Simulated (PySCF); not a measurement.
## C₆ coefficients of unlike pairs at B97-3

Calculated with PySCF 2.14 from the dipole response of each species, C₆(A,B) = (3/π) ∫ α_A(iu) α_B(iu) du, in atomic units, from isotropic polarisabilities. For ions this is the dispersion term alone; charge-induced terms of lower order in 1/R come first.

```
species            configuration                                                                 basis      relativity  α (bohr³)  C₆ (like pair)
    S²⁺        [Ne] 3s2 3p2 (3P)                                               aug-cc-pVDZ-DK (5s4p2d)   spin-free X2C      7.319           26.70
    Co⁺            [Ar] 3d8 (3F)                                             aug-cc-pVDZ-DK (7s6p4d2f)   spin-free X2C      8.390           27.91
    B³⁺                 1s2 (1S)                                             aug-cc-pVTZ-DK (5s4p3d2f)   spin-free X2C    0.01573        0.001444
    Hg⁺  [Xe] 4f14 5d10 6s1 (2S)  def2-TZVPPD with the def2 core potential (60 electrons) (6s6p3d2f1g)  core potential      18.27           125.6
```

Q: Estimate C₆ for Hg⁺ with Co⁺.

A: The integral gives 59.12. The combination rule 2 C_A C_B / (C_A α_B/α_A + C_B α_A/α_B) gives 59.18 and the geometric mean 59.20.

No spin-orbit coupling is included.

The other pairs:

```csv
pair,C₆
"Co⁺, S²⁺",26.88
"B³⁺, Co⁺",0.1307
"B³⁺, S²⁺",0.1080
"Hg⁺, B³⁺",0.2641
"Hg⁺, S²⁺",57.16
```
